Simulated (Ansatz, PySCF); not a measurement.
Species: dibromo(chloro)borane, sum formula BBr2Cl, charge 0, multiplicity 1. 
Structure (B3LYP-D3(BJ)/def2-TZVP (Ansatz, a quantum-chemistry and plane-wave program) minimum search):
SMILES: BrB(Br)Cl
```xyz
4

B     -0.0158     0.4056    -0.0030
Cl    -0.0835     2.1438    -0.0159
Br     1.6738    -0.4853    -0.0090
Br    -1.6310    -0.6139     0.0171
```
Charge 0, spin multiplicity 1.

Quantity: atomisation energy (electronic, to ground-state atoms), in kcal/mol. Cores are frozen in the correlated levels unless marked. Open shells are spin-unrestricted. Spin-orbit coupling is left out. The frozen core is the preceding noble-gas configuration, with the filled d and f shells of earlier blocks. No relativistic terms. The coupled-cluster limit lacks core correlation, which all-electron functionals hold. CBS marks a two-point X^-3 extrapolation of the correlation energy; Hartree-Fock from the larger set.

```
level                            program  atomisation energy (kcal/mol)
------------------------  --------------  -----------------------------
HF/6-31G                          Ansatz                          180.6
HF/def2-TZVPD                      PySCF                          214.0
HF/def2-TZVPPD                    Ansatz                          214.0
SVWN5/def2-TZVPD                  Ansatz                          349.2
BLYP-D4/def2-TZVPD        Ansatz + dftd4                          288.8
revPBE-D3(BJ)/def2-TZVPD  Ansatz + dftd3                          295.7
r2SCAN/def2-TZVPD                 Ansatz                          301.8
```

Q: What does CCSD(T)/CBS(def2-TZVPPD,def2-QZVPPD) (Ansatz) give?

A: 290.3 kcal/mol
